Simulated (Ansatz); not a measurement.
`[F][Sn]([F])([F])[SeH]` + HI → `[F][Sn]([F])([F])[I]` + H₂Se at 600 K and 1 bar (ligand exchange at the Sn–Se bond).

Isolated molecules relaxed with PBE0-D4/def2-TZVP in Ansatz; ΔE leaves out vibrations. CCSD(T)/CBS is the MP2 limit (def2-TZVPP, def2-QZVPP) plus CCSD(T) − MP2 in def2-TZVPP, frozen cores. def2 core potentials past Kr. For I, Se, Sn outer-core shells are correlated without core-valence functions, which leaves a few kJ/mol of doubt a bond. Scalar relativity is left out up to krypton. One conformer a species, not always the lowest.

```csv
species,CCSD(T)/CBS energy (Eh),H − E (kJ/mol),S (J/(mol·K))
`[F][Sn]([F])([F])[SeH]`,-2914.83827,93.9,472.9
HI,-298.03592,31.6,227.0
`[F][Sn]([F])([F])[I]`,-810.98500,68.2,435.6
H₂Se,-2401.89790,57.0,244.8
```

H − E and S are ideal-gas, rigid-rotor, harmonic terms from PBE0-D4/def2-TZVP, for one conformer and one mirror image of each species. 1 Eh = 2625.50 kJ/mol, R = 8.31446 J/(mol·K).

Problem. By hand: ΔE, ΔH, ΔS and ΔG.

Solution. ΔE = (-810.98500) + (-2401.89790) − (-2914.83827) − (-298.03592) = -0.00871 Eh = -22.9 kJ/mol. Δ(H − E) = 68.2 + 57.0 − 93.9 − 31.6 = -0.3, so ΔH = -23.2 kJ/mol. ΔS = 435.6 + 244.8 − 472.9 − 227.0 = -19.5 J/(mol·K). ΔG = -23.2 − 600 × (-19.5)/1000 = -11.5 kJ/mol.

Problem. By hand: the equilibrium constant, and the temperature at which ΔG would vanish if ΔH and ΔS stayed fixed.

Solution. log₁₀ K = −ΔG/(RT ln 10) = 1.0. ΔG = 0 at ΔH/ΔS = 1190 K, though so small a ΔS makes that figure unsure.

TΔS isn't small against ΔH here. A doubt of 5 kJ/mol in ΔE shifts log₁₀ K by 0.4 here. Other conformers and mirror images would add mixing entropy, several J/(mol·K) or more a flexible species. Modes under 60 cm⁻¹, often nearly free rotors, make the harmonic entropy too high. These are equilibria of isolated gas molecules and say nothing of rates. Largest T1 diagnostic: 0.013 (customary marks: 0.02 for closed shells, 0.045 for open ones).
